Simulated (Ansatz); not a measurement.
Input file for Ansatz (a first-principles code): R-BLYP/def2-TZVPP on BiH3O2 (SMILES [OH][BiH][OH]), a point of a torsion scan. Elements past Kr take the def2 small-core potentials; no spin–orbit coupling.

Ansatz 0.2 input:
```yaml
crystal:
  periodic: [false, false, false]
  atoms:
    - {symbol: O, position_ang: [-1.62940439, -0.33613994, 0.26139155]}
    - {symbol: Bi, position_ang: [0.29153086, 0.12684434, 0.91142266]}
    - {symbol: O, position_ang: [0.83144725, 0.90465046, -0.92901361]}
    - {symbol: H, position_ang: [-1.72827616, -0.07592233, -0.65294909]}
    - {symbol: H, position_ang: [-0.24225176, 1.72690928, 1.50280198]}
    - {symbol: H, position_ang: [0.31205104, 1.67965011, -1.13248723]}
basis:
  gaussian:
    orbitals: def2-TZVPP
hamiltonian:
  xc: {name: BLYP}
scf: {lower_state_search: off}
```

Program output:

```
WARN ansatz: RAYON_NUM_THREADS=1 ignored (pool sized by the plan → 1); use --threads N
Functional definition: BLYP
these checks for a lower state are left out or cut short: stability, starts, cluster_reference, orbital_swaps, neighbouring_geometries, increment
integrals: 0.06 GiB planned
839 factors; their error is unknown
mean field: 0.46 GiB planned
mean field evaluation 1: about -9967.5213 eV, gradient 1.0e2 eV
mean field evaluation 2: about -9733.0237 eV, gradient 2.7e2 eV
mean field evaluation 4: about -9982.9250 eV, gradient 3.1e1 eV
mean field evaluation 8: about -9984.4245 eV, gradient 4.0e-1 eV
mean field evaluation 16: about -9984.4200 eV, gradient 8.1e-4 eV
mean field -9984.41996554 eV, -366.9206660505 hartree, gradient 6.6e-6 eV, S^2 0.000000; 0 other end points of the search recorded, 0 dependent functions left out
reference -9984.42026236 eV, -366.9206769586 hartree; 21, 21 occupied and 133, 133 virtual orbitals, 839 factors
Total energy: -9984.42026236 eV, -366.9206769586 hartree
Checks for a lower state left out: stability, starts, cluster_reference, orbital_swaps, neighbouring_geometries, increment
```

The run converged.

Cost: very roughly 1.4 core-seconds.
